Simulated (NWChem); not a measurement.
## Tetragonal strain in Si (diamond structure): splitting of valleys and valence bands

Program: NWChem. Level: PBE, default library pseudopotentials (valence charges Si 4), cutoff 15 Ha, shifted 6×6×6 mesh, two-atom cell, no spin-orbit coupling. The cubic cell (a = 5.447 Å, near this level's equilibrium) is stretched by 1 + δ along x and y and by (1 + δ)^−2 along z, at constant volume; symmetry keeps the atoms on their sites. The table gives the lowest empty level on the line to X along z less that along x, and the single valence level at Γ less the pair from which it splits.

```json
[
 {"δ": "-0.020", "ε_zz − ε_xx": "0.0612", "valley splitting (eV)": "?", "valence splitting (eV)": "?"},
 {"δ": "-0.010", "ε_zz − ε_xx": "0.0303", "valley splitting (eV)": "0.266", "valence splitting (eV)": "-0.219"},
 {"δ": "-0.005", "ε_zz − ε_xx": "0.0151", "valley splitting (eV)": "0.133", "valence splitting (eV)": "-0.107"},
 {"δ": "0.005", "ε_zz − ε_xx": "-0.0149", "valley splitting (eV)": "-0.133", "valence splitting (eV)": "0.102"},
 {"δ": "0.010", "ε_zz − ε_xx": "-0.0297", "valley splitting (eV)": "-0.266", "valence splitting (eV)": "0.202"}
]
```

Q: The valley splitting goes as Ξᵤ(ε_zz − ε_xx) and, without spin-orbit coupling, the valence splitting as 3b(ε_zz − ε_xx). Fit both through zero and predict the withheld row.

A: Ξᵤ ≈ 8.9 eV and 3b ≈ -7.0 eV, so b ≈ -2.3 eV; the rows leave the lines by up to 0.007 eV. Predicted against computed: valley 0.543 against 0.531 eV, valence -0.430 against -0.458 eV.
